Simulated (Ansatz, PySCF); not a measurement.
C2H7FSSi, SMILES C[Si](C)(F)S. Atoms are numbered in the order given.

```xyz
12

C      1.5620    -0.1293    -1.2429
Si     0.1224    -0.3107    -0.0703
C     -1.2577    -1.3428    -0.7850
F      0.6592    -1.0441     1.2877
S     -0.5886     1.6055     0.6342
H      1.2569     0.4058    -2.1571
H      2.3775     0.4403    -0.7716
H      1.9497    -1.1178    -1.5403
H     -2.0678    -1.4705    -0.0508
H     -1.6826    -0.8614    -1.6810
H     -0.8876    -2.3394    -1.0773
H     -0.9742     2.0063    -0.6005
```

Geometry: B3LYP-D3(BJ)/def2-SVP. The values are those of a single conformer.

Two levels are set side by side: PBE-D3(BJ)/def2-SVP (Ansatz, a first-principles code) and B3LYP-D3(BJ)/def2-SVP (Ansatz). Each level has its own optimised geometry; the coordinates shown are those of the second. Frequencies come from the Hessian of PySCF at each geometry. Differences are taken from unrounded values.

| quantity | B3LYP-D3(BJ) | PBE-D3(BJ) | PBE-D3(BJ) minus B3LYP-D3(BJ) |
|---|---|---|---|
| mean bond length (Å) | 1.408 | 1.416 | 0.007 |
| bond C1–Si2 (Å) | 1.866 | 1.872 | 0.006 |
| bond Si2–C3 (Å) | 1.866 | 1.872 | 0.006 |
| bond Si2–F4 (Å) | 1.634 | 1.646 | 0.011 |
| bond Si2–S5 (Å) | 2.162 | 2.167 | 0.005 |
| bond C1–H6 (Å) | 1.102 | 1.109 | 0.007 |
| bond C1–H7 (Å) | 1.101 | 1.108 | 0.007 |
| bond C1–H8 (Å) | 1.103 | 1.110 | 0.007 |
| bond C3–H9 (Å) | 1.101 | 1.108 | 0.007 |
| bond C3–H10 (Å) | 1.102 | 1.109 | 0.007 |
| bond C3–H11 (Å) | 1.103 | 1.110 | 0.007 |
| bond S5–H12 (Å) | 1.354 | 1.363 | 0.009 |
| highest harmonic wavenumber (cm⁻¹) | 3134 | 3088 | -46 |
| mean harmonic wavenumber (cm⁻¹) | 1254 | 1222 | -32 |
| zero-point energy (kcal/mol) | 53.79 | 52.41 | -1.38 |

GGA bonds tend to be longer and softer than those of functionals with exact exchange. Differences between two approximate levels are no errors against the true value.
